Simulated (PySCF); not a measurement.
Gas-phase reaction: SnH2Cl2 + SnH2 ⇌ H2 + 2 SnHCl

Method: PySCF energies plus ideal-gas RRHO corrections (1 bar). † marks an energy on the PBE0/def2-TZVP geometry and frequencies; other levels use their own. CCSD(T) freezes the core. All species are closed-shell singlets. B3LYP is the form with VWN-RPA correlation. Sn: scalar-relativistic def2 core potential, no spin-orbit coupling. SnH2Cl2, SnH2, SnHCl: computed as isolated molecules; such fragments, hydroxides, amides, oligomers or adducts are transient or little studied in the gas. CCSD(T) isn't extrapolated to the basis-set limit.

```tsv
level	ΔH°(298 K), kJ
B3LYP/def2-TZVP†	(withheld)
BLYP/def2-TZVP†	(withheld)
CCSD(T)/def2-SVP†	3
CCSD(T)/def2-TZVPP†	-5
PBE0/def2-TZVP	-14
```

Some entries are withheld; supply them.


- B3LYP/def2-TZVP†, ΔH°(298 K), kJ: -43
- BLYP/def2-TZVP†, ΔH°(298 K), kJ: -65
